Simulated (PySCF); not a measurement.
## Correlation energy of Pd²⁺ (palladium, charge +2)

[Kr] 4d7 5s1, high-spin 5F determinant (an excited configuration). All numbers are calculated (PySCF 2.14, scalar relativity through the core potential, in def2-TZVPPD with the def2 core potential (28 electrons)). Frozen: nothing; 16 electrons correlated.

MP2 pair energies summed by pair of shells (mhartree):

```tsv
pair	energy	share (%)
4p-4d	-166.55	35.9
4d-4d	-150.42	32.4
4p-4p	-53.49	11.5
4d-5s	-30.79	6.6
4s-4p	-24.81	5.3
4s-4d	-23.25	5.0
4p-5s	-10.44	2.2
4s-4s	-3.95	0.8
4s-5s	-0.72	0.2
```

Total MP2 correlation energy: -464.41 mhartree.

Same-spin part -154.26 and opposite-spin part -310.15 mhartree; SCS-MP2 scales them by 1/3 and 6/5 to -423.60 mhartree.

The basis has no tight functions for the innermost shells, so their pair energies are far from complete.

This basis was not built for core-valence correlation, so the inner-shell part is incomplete.
